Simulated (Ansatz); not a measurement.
AuH$_{3}$O$_{2}$ (`[OH][Au-][OH2+]`). Charge 0, multiplicity 1. Au: def2 effective core potential. The structure was optimised at the PBE0-D4/def2-TZVP level. It is one conformer, not always the lowest.

```xyz
6

O     1.142   -1.623   -1.375
Au    0.188   -0.344   -0.278
O    -0.773    1.113    0.938
H     0.502   -2.288   -1.645
H    -0.367    1.152    1.811
H    -0.692    1.990    0.548
```

What is the dipole moment at B3LYP/def2-TZVPP? (An estimate is asked.)

The calculation gave: 6.01 D, with components (-2.52, 4.22, 3.46) D in this frame, pointing from negative to positive charge.

And with PBE, r2SCAN, ωB97M-V? (Best estimate.)

The calculation gave: PBE 5.70 D, r2SCAN 5.89 D, ωB97M-V 6.33 D.

Give the Mulliken charges with B3LYP, r2SCAN, PBE in def2-TZVPP. (Estimate.)

The calculation gave: 
```tsv
atom	B3LYP	r2SCAN	PBE
O1	-0.52	-0.51	-0.46
Au2	0.14	0.11	0.05
O3	-0.28	-0.29	-0.25
H4	0.17	0.19	0.18
H5	0.24	0.25	0.24
H6	0.24	0.25	0.24
```

B3LYP here is the variant with VWN-RPA as its local correlation; programs differ in this.

Computed with Ansatz.
